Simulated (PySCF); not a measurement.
CH₅ClInNO, SMILES [Cl][In]([NH2])[O]C.

Geometry: B3LYP-D3(BJ)/def2-SVP. The structure was generated by enumeration; whether it is a known compound was not checked. The def2 effective core potentials stand for the cores of In; spin–orbit coupling is left out. Other conformers were not sampled.

Two levels are set side by side: TDDFT-PBE/def2-SVPD (PySCF) and TDDFT-ωB97X/def2-SVPD (PySCF). Vertical, same geometry. The lowest singlet is HOMO→LUMO 96 % with PBE and HOMO→LUMO 78 % with the other functional; states are paired by order. Differences are taken from unrounded values.

| quantity | TDDFT-ωB97X |
|---|---|
| lowest singlet excitation (eV) | 4.88 |
| lowest triplet excitation (TDA) (eV) | 4.32 |
| first bright state (f over 0.05) (eV) | 5.24 |
| its oscillator strength | 0.07 |

**Question.** What does TDDFT-PBE give, and how far is it from TDDFT-ωB97X? (An estimate is asked for; the answer gives what the named calculation found.)

**Answer.** 
```tsv
quantity	TDDFT-PBE	TDDFT-PBE minus TDDFT-ωB97X
lowest singlet excitation (eV)	3.43	-1.45
lowest triplet excitation (TDA) (eV)	3.11	-1.21
first bright state (f over 0.05) (eV)	5.01	-0.22
its oscillator strength	0.06	-0.01
```

A lower first singlet is the usual sign of a functional without exact exchange. Differences between two approximate levels are no errors against the true value.

Rough cost on one machine, each run with all the roots and properties that it gave: TDDFT-ωB97X against TDDFT-PBE about 6 times.
